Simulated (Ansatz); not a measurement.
Cost and result up the ladder for the cluster As₆Se (7 atoms). The state is a singlet with charge 0. Geometry: r2SCAN-D4/def2-SVP.

```xyz
7

As   -1.8281   -0.9473    0.1384
As    0.3185   -1.9195   -0.6871
As   -0.5877    0.2416    1.9633
As    1.7217    0.0146   -1.1799
As    1.5589   -0.7306    1.1376
As   -1.4841    1.4667    0.0532
Se    0.3007    1.8745   -1.4256
```

Ansatz on 4 threads of Arm Neoverse V1 on a shared host. Times are rough, and most runs start from the orbitals of an earlier one. PBE0-D4/def2-TZVP serves as the yardstick here, not as an exact answer. Differences are given only for rows in sets of like size (and for xTB, whose basis is part of the method), since another set adds its own error. Binding counts from free atoms at the same level (As quartet, Se triplet; other spins of the atoms weren't run), without zero-point energy or a counterpoise term.

LC-ωPBE has ω = 0.4 bohr⁻¹. Correlated methods freeze 63 core orbitals; core or outer-core shells of As, Se are correlated, in sets that lack core-valence functions. The rows differ in basis, and correlated rows in double-zeta sets carry the largest basis error. The structure comes from a short search, and lower isomers may exist.

Correlated methods converge slowly with the basis, most of all in double-zeta sets.

```json
{"level": "HF/STO-3G", "functions": "126", "wall time": "3 s", "binding energy per atom (eV)": "1.68", "difference from PBE0-D4/def2-TZVP (eV)": "–"}
{"level": "PBE-D4/def2-SVP", "functions": "224", "wall time": "5.5 s", "binding energy per atom (eV)": "2.93", "difference from PBE0-D4/def2-TZVP (eV)": "–"}
{"level": "PBE-D4/def2-TZVP", "functions": "336", "wall time": "11 s", "binding energy per atom (eV)": "2.97", "difference from PBE0-D4/def2-TZVP (eV)": "0.22"}
{"level": "BLYP-D4/def2-TZVP (with forces)", "functions": "336", "wall time": "14 s", "binding energy per atom (eV)": "2.89", "difference from PBE0-D4/def2-TZVP (eV)": "0.14"}
{"level": "PBE0-D4/def2-SVP", "functions": "224", "wall time": "16 s", "binding energy per atom (eV)": "2.69", "difference from PBE0-D4/def2-TZVP (eV)": "–"}
{"level": "PBE-D4/def2-TZVPD", "functions": "381", "wall time": "18 s", "binding energy per atom (eV)": "2.97", "difference from PBE0-D4/def2-TZVP (eV)": "0.22"}
{"level": "RPA@PBE/def2-SVP", "functions": "224", "wall time": "18 s", "binding energy per atom (eV)": "2.08", "difference from PBE0-D4/def2-TZVP (eV)": "–"}
{"level": "MP2/def2-SVP", "functions": "224", "wall time": "20 s", "binding energy per atom (eV)": "2.18", "difference from PBE0-D4/def2-TZVP (eV)": "–"}
{"level": "LC-ωPBE/def2-TZVP", "functions": "336", "wall time": "22 s", "binding energy per atom (eV)": "2.37", "difference from PBE0-D4/def2-TZVP (eV)": "-0.38"}
{"level": "BLYP-D4/def2-TZVPD", "functions": "381", "wall time": "23 s", "binding energy per atom (eV)": "2.89", "difference from PBE0-D4/def2-TZVP (eV)": "0.14"}
{"level": "r2SCAN-D4/def2-TZVP", "functions": "336", "wall time": "24 s", "binding energy per atom (eV)": "2.74", "difference from PBE0-D4/def2-TZVP (eV)": "-0.01"}
{"level": "PBE0-D4/def2-TZVP", "functions": "336", "wall time": "45 s", "binding energy per atom (eV)": "2.75", "difference from PBE0-D4/def2-TZVP (eV)": "0.00"}
```
